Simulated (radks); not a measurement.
Spherical quantum dot in the effective-mass picture: electrons in a hard-walled sphere of radius 2.65, with a point charge +2 (a donor) at the centre, all in effective atomic units (hartree* = m*/eps^2 hartree, bohr* = eps/m* bohr), one dielectric constant everywhere. Method: non-relativistic Kohn-Sham, r2SCAN, spin-polarised, spherical densities, generalised Kohn-Sham scheme; computed with a radial shooting solver with Libxc functionals. Levels are named by radial order and angular momentum (1s, 1p, 1d, 2s, ...), and open shells are averaged over m. Each electron was tried in the lowest free levels, single moves between levels near the top were tried too, and the lowest total energy was kept; such a search can miss a lower state. At N = 1 the Hartree and exchange-correlation terms need not cancel, so that row can carry a self-interaction error.

N                         open shells  2S  E (hartree*)  addition energy mu(N+1) - mu(N) (hartree*)  rms radius (bohr*)
1                    1s(up 1, down 0)   1      -1.99040                                       1.148              0.8342
2                                none   0      -2.83324                                       2.101              0.9548
3                    1p(up 1, down 0)   1      -1.57546                                      0.4567               1.219
4                    1p(up 2, down 0)   2      0.139065                                      0.4904               1.342
5                    1p(up 3, down 0)   3       2.34402                                      0.7236               1.419
6                    1p(up 3, down 1)   2       5.27257                                      0.4418               1.476
7                    1p(up 3, down 2)   1       8.64291                                      0.4713               1.519
8                                none   0       12.4845                                      0.9980               1.554
9                    2s(up 1, down 0)   1       17.3241                                      0.6978               1.580
10                               none   0       22.8615                                      0.6697               1.592
11                   1d(up 1, down 0)   1       29.0686                                      0.4542               1.623
12                   1d(up 2, down 0)   2       35.7298                                      0.4584               1.649
13                   1d(up 3, down 0)   3       42.8495                                      0.4257               1.672
14  1d(up 5, down 0) 2s(up 1, down 0)   6       50.3949                                      0.5320               1.708
15                   1d(up 5, down 0)   5       58.4724                                      0.6009               1.709
16                   1d(up 5, down 1)   4       67.1507                                      0.4447               1.725
17                   1d(up 5, down 2)   3       76.2738                                      0.4496               1.740
18                   1d(up 5, down 3)   2       85.8465                                      0.4525               1.753
19                   1d(up 5, down 4)   1       95.8716                                      0.4544               1.766
20                               none   0       106.351                                       1.434               1.777
21                   1f(up 1, down 0)   1       118.265                                      0.4415               1.790
22                   1f(up 2, down 0)   2       130.620                                      0.4431               1.802
23                   1f(up 3, down 0)   3       143.419                                      0.4446               1.813
24                   1f(up 4, down 0)   4       156.662                                      0.4458               1.823
25                   1f(up 5, down 0)   5       170.351                                      0.4466               1.833
26                   1f(up 6, down 0)   6       184.486                                      0.4471               1.842
27                   1f(up 7, down 0)   7       199.069                                      0.6197               1.850
28                   1f(up 7, down 1)   6       214.271                                      0.4360               1.858
29                   1f(up 7, down 2)   5       229.910                                      0.4376               1.866
30                   1f(up 7, down 3)   4       245.986                                      0.4393               1.873
31                   1f(up 7, down 4)   3       262.501                                      0.4407               1.880
32                   1f(up 7, down 5)   2       279.457                                      0.4418               1.886
33                   1f(up 7, down 6)   1       296.854                                      0.4425               1.893
34                               none   0       314.695                                       1.574               1.898
35                   1g(up 1, down 0)   1       334.109                                      0.4340               1.905
36                   1g(up 2, down 0)   2       353.958                                      0.4354               1.911
37                   1g(up 3, down 0)   3       374.242                                      0.4363               1.917
38                   1g(up 4, down 0)   4       394.962                                           -               1.923

All shells are closed at N = 2, 8, 10, 20, 34 (there: 1s2 1p6 1d10 2s2 1f14); the second difference of the energy has clear peaks (12 % above both neighbours; the first and last values, which can be the largest, are not judged, and half-filled shells can peak too) at N = 2, 5, 8, 15, 20, 27, 34.
